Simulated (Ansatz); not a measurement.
A nudged elastic band was laid between two geometries of B₂F₃GeH₃ (9 atoms, charge 0, multiplicity 1).

The calculation used RKS PBE/def2-SVP (Ansatz).

| Item | Value |
| --- | --- |
| movable images | 7 |
| climbing image | yes |
| spring | 5.0 eV/Å² |
| optimiser | quadratic models (default) |
| start path | IDPP |
| force threshold | 0.03 eV/Å |
| iteration limit | 60 |
| end points | relaxed |

First end point:

```xyz
9
Properties=species:S:1:pos:R:3
F 2.163 -1.226 -1.327
B 1.642 -0.784 -0.192
Ge -0.422 -0.526 0.000
F -1.228 -1.169 -1.447
B -1.043 1.445 0.312
F -1.794 2.065 -0.586
H 2.410 -0.518 0.721
H -0.925 -1.403 1.193
H -0.715 2.071 1.310
```

Last end point:

```xyz
9
Properties=species:S:1:pos:R:3
F 2.143 -1.208 -1.367
B 1.647 -0.775 -0.217
Ge -0.411 -0.531 0.031
F -1.253 -1.191 -1.390
B -1.084 1.437 0.255
F -0.652 2.155 1.287
H 2.436 -0.501 0.676
H -0.887 -1.400 1.241
H -1.848 1.969 -0.534
```

(1) Which bonds break or form, and what moves?

(2) What energy profile does the band end with?

(3) What is the geometry of the highest image?

(4) What are the harmonic wavenumbers there?

Results:

(1) No bond is made or broken. The dihedral B2–Ge3–B5–H9 goes from -63 to 118°.

(2) It converged. The highest image is number 4 of 0 to 8, 7.8 kJ/mol above the ends, which have the same energy within 2 meV. A vibrational analysis at the climbing image gives one clearly imaginary mode, 72i cm⁻¹: a first-order saddle point.

```tsv
image	path coordinate (Å)	energy (kJ/mol)	dihedral B2–Ge3–B5–H9 (°)
0	0.00	0.0	-63
1	0.51	1.3	-84
2	1.02	4.3	-104
3	1.53	7.0	-126
4	2.04	7.8	-147
5	2.65	6.2	-172
6	3.26	3.5	165
7	3.87	1.1	143
8	4.48	0.1	118
```

(3) 
```xyz
9
Properties=species:S:1:pos:R:3:forces:R:3
F 1.833 -1.202 -1.747 0.00 0.00 0.00
B 1.615 -0.718 -0.532 0.00 -0.01 0.00
Ge -0.323 -0.560 0.226 -0.01 0.00 -0.01
F -1.462 -1.316 -0.920 0.00 0.00 0.01
B -1.088 1.399 0.436 0.01 0.01 0.01
F -0.727 2.315 -0.454 0.00 0.00 0.00
H 2.589 -0.346 0.110 0.00 0.00 0.00
H -0.482 -1.365 1.553 0.00 0.00 0.00
H -1.866 1.748 1.310 -0.01 -0.01 0.00
```

(4) 72i, 46, 93, 107, 125, 259, 290, 508, 519, 619, 653, 700, 753, 780, 1067, 1073, 1281, 1308, 2038, 2516, 2537 cm⁻¹.

Time of the run: 90 s on 2 threads of Intel(R) Xeon(R) 6975P-C (Granite Rapids) (shared host), peak memory 0.17 GiB.
